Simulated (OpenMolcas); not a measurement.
## Ti2+: CASPT2 settings compared

```json
{"Program": "OpenMolcas", "Basis": "ANO-R1 [5s4p3d1f]", "Scalar Hamiltonian": "X2C, finite nucleus", "Active space": "2 electrons in 5 orbitals (3d)", "State averaging": "2S+1 = 3 even, 10 roots; 2S+1 = 1 even, 15 roots", "Spin-orbit coupling": "RASSI with atomic mean-field integrals over the reference wave functions, term energies averaged over their components"}
```

Methods on the same reference wave functions:
A. CASSCF
B. SS-CASPT2, IPEA 0.4 Eh, sigma2 regulariser 0.4 Eh (closed shells correlated: 3s 3p)
C. SS-CASPT2, IPEA 0.15 Eh, sigma1 regulariser 0.4 Eh (closed shells correlated: 2s 2p 3s 3p)

Energies in cm⁻¹ above 3d² ³F₂, the measured ground level; measured values from Corliss and Sugar, J. Phys. Chem. Ref. Data 8, 1 (1979).

```tsv
Level	A	B	C	Measured
3d² ³F₂	0.0	0.0	0.0	0.0
3d² ³F₃	190	191	191	185
3d² ³F₄	437	438	438	420
3d² ¹D₂	11263	8460	8310	8474
3d² ³P₀	13475	11390	11050	10538
3d² ³P₁	13540	11460	11120	10604
3d² ³P₂	13677	11590	11260	10721
3d² ¹G₄	17365	15260	15320	14398
3d² ¹S₀	42143	33440	32990	32476
```

Deviations, from unrounded energies. A percentage is the sum of absolute deviations over the sum of measured energies, with the sign that they share, or ± where signs differ.

```tsv
Against measurement	Levels	A	B	C
mean absolute deviation (cm-1)	8	3000	550	400
fine structure of the ground term (%)	2	+3.5	+3.9	+3.9
other terms of the ground configuration (%)	6	+27.8	±5.1	±3.6
```

C lies closest to measurement on these levels and A furthest from it. The largest miss of C in the table is 3d² ¹G₄, by +920 cm-1. The ranking rests on the paired levels alone, and a cruder setting can come out closer through cancelling errors.

Between B and C the level of the table that moves most is 3d² ¹S₀, by 460 cm-1 (lowest in C, highest in B). Moves below CASPT2's spread within the term are not significant.

The mean deviations of B to C differ by less than CASPT2's widest spread within a term (830 cm-1), so their order carries little weight.

From A to B the spin-free energies of the other terms of 3d² shown, above ³F, scale by factors of 0.75 to 0.88, as is usual when dynamic correlation screens the repulsion within a d or f shell.

The lowest spin-free term lies below A's lowest term by 0.235 hartree in B, 0.259 hartree in C.

CASPT2 breaks the degeneracy within a term, and the mean is taken; among the terms shown or strongly mixed into the levels shown the widest spread is 830 cm-1 (3d² ³F, C). Without dynamic correlation excited terms often stand tens of per cent too high (terms of higher spin than the ground term too low), and those without a measured partner can miss by more than the paired ones (holds for A). Computed and measured levels are paired by configuration, term and J; levels that our copy of the source lacks, or whose pairing is in doubt (as where it misses far off the trend of its configuration), stay unpaired and out of the deviations. Only configurations of the active space appear.
